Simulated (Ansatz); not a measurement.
This geometry of CH₅AlN₂O (10 atoms, charge 0, multiplicity 1) is a first-order saddle point.

Method: RHF/6-31G* in Ansatz.

```xyz
10
Properties=species:S:1:pos:R:3
O 0.551 -0.308 -2.645
Al 0.198 -0.150 -1.010
N 0.829 -0.608 0.574
C -0.302 0.052 1.234
N -1.014 0.565 0.059
H 1.067 0.220 -3.229
H 1.567 -0.965 1.131
H -0.909 -0.645 1.812
H 0.023 0.853 1.898
H -1.926 0.935 0.178
```

Q: Which two structures does it join? (They come from a converged band through this point; their orientation in space is the band's.)

A: No bond is made or broken. The dihedral H6–O1–Al2–N5 goes from -1 to -180°. The two ends are copies of one structure, up to a mirror image or an exchange of like atoms.

Initial state:

```xyz
10
Properties=species:S:1:pos:R:3
O 0.937 -0.167 -2.551
Al 0.384 -0.076 -0.966
N 0.915 -0.510 0.658
C -0.329 0.022 1.224
N -0.992 0.476 -0.004
H 0.510 0.107 -3.345
H 1.549 -0.986 1.253
H -0.905 -0.744 1.743
H -0.147 0.842 1.919
H -1.840 0.984 0.073
```

Final state:

```xyz
10
Properties=species:S:1:pos:R:3
O 0.504 0.056 -2.674
Al 0.177 0.030 -1.025
N 0.851 -0.506 0.517
C -0.320 0.020 1.227
N -1.081 0.553 0.092
H 1.254 -0.282 -3.135
H 1.572 -0.940 1.042
H -0.865 -0.762 1.756
H -0.052 0.796 1.943
H -1.958 0.985 0.260
```

Q: How far does it lie above each of them?

A: 0.8 kcal/mol above the first and 0.8 kcal/mol above the second. This is the barrier of this one path; another mechanism may lie lower.

Run time: 8.4 min on 1 thread of Arm Neoverse V1, on a shared host, peak memory 0.16 GiB.
